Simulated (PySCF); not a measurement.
**Spinor energies of Si⁺ (silicon, charge +1)**

Start: [Ne] 3s2 3p1; 3p1/2 filled at m_j = +1/2. Calculated with PySCF 2.14 in x2c-SVPall-2c with one added diffuse shell each of s, p type (5s5p1d, 25 functions): generalised Hartree-Fock with the X2C-1e Hamiltonian and a Gaussian nucleus; one run each with spin-orbit coupling (SO) switched off, then screened by Boettger's factors.

```
spinor shell  electrons  ε, spin-free (eV)  ε, screened SO (eV)  weight of nominal j (screened SO)  rms radius, screened SO (bohr)
       1s1/2          2            -1885.7              -1885.6                              1.000                           0.129
       2s1/2          2            -177.73              -177.71                              1.000                           0.613
       2p1/2          2            -125.31              -125.98                              0.983                           0.597
       2p3/2          4            -125.31              -124.96                              0.991                           0.600
       3s1/2          2            -22.871              -22.864                              0.996                            2.25
       3p1/2          1            -16.214              -16.239                              0.929                            2.69
```

| quantity | spin-free | screened SO |
| --- | --- | --- |
| E (hartree) | -289.06961 | -289.07063 |
| M_J | 1/2 | 1/2 |
| ⟨J²⟩ | 1.038 | 0.981 |
| ⟨L²⟩ | 2.047 | 2.048 |
| ⟨S²⟩ | 0.766 | 0.766 |

Each row is a mean over spinors that exchange with the open shell spreads, by up to 0.752 eV (2p1/2).

⟨J²⟩ departs a little from M_J(M_J + 1) because the unrestricted spinors polarise the closed shells.

Without spin-orbit coupling the j labels of p, d and f shells carry no meaning; the spin-free column gives the mean over the occupied spinors of each nl shell, and its ⟨J²⟩ belongs to a mixture of degenerate components.
